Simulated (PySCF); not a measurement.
What settings do to a single point of [Pr(H2O)]3+

The sound run of [Pr(H2O)]3+ (singlet in the valence; each metal's 4f electrons, 2 of them, lie in its core potential, out of spins and levels) uses PySCF 2.14.0, RKS B3LYP, Pr lcecp-1-SVP with ECP48, O def2-SVP, H def2-SVP; non-relativistic Hamiltonian with scalar-relativistic core potentials where named; density fitting; no spin-orbit coupling, grid (50, 194), threshold 1e-8 Eh and 55 cycles, at the relaxed geometry:

```xyz
4

Pr    0.0000    0.0000   -0.1355
O     0.0000    0.0000    2.1608
H     0.7803    0.0000    2.7903
H    -0.7803    0.0000    2.7903
```

There Pr1 has a Mulliken charge of 2.58 e and the dipole about the centre of mass is 2.62 D. Each run below changes one thing and starts from free metal ions and neutral atoms unless it says otherwise; with 55 cycles, smearing, a level shift and second-order steps follow where DIIS fails, and their cycles count. Energy shifts count from the sound run. On f atoms grids over 110 angular points are at least (60, 302).

```json
{"change": "charge changed by +4, spin kept, limit 97 cycles", "outcome": "converged", "cycles": "19", "energy shift (eV)": "–", "largest force component (eV/Å)": "16.84", "charge on Pr1 (e)": "4.05", "dipole about the centre of mass (D)": "26.58"}
{"change": "grid (40, 110)", "outcome": "converged", "cycles": "10", "energy shift (eV)": "-0.0038", "largest force component (eV/Å)": "0.05", "charge on Pr1 (e)": "2.58", "dipole about the centre of mass (D)": "2.62"}
{"change": "threshold 1e-05", "outcome": "converged", "cycles": "8", "energy shift (eV)": "0.0000", "largest force component (eV/Å)": "0.01", "charge on Pr1 (e)": "2.58", "dipole about the centre of mass (D)": "2.62"}
{"change": "all coordinates × 1.12", "outcome": "converged", "cycles": "10", "energy shift (eV)": "0.82", "largest force component (eV/Å)": "2.82", "charge on Pr1 (e)": "2.61", "dipole about the centre of mass (D)": "2.66"}
```

(1) How does the run with this change end: H4 put 0.5 Å from Pr1, limit 93 cycles?

Unsound on purpose, so not properties of the compound: charge changed by +4, spin kept, limit 97 cycles; H4 put 0.5 Å from Pr1, limit 93 cycles.

Forces carry noise of the integration grid, about 0.01 to 0.03 eV/Å.

An lcecp potential fixes the number of 4f electrons, so in runs with it no electron can move into or out of that shell.

Results:

(1) outcome converged, cycles 17, energy shift (eV) 152.99, largest force component (eV/Å) 622.25, charge on Pr1 (e) 3.38, dipole about the centre of mass (D) 1.94.
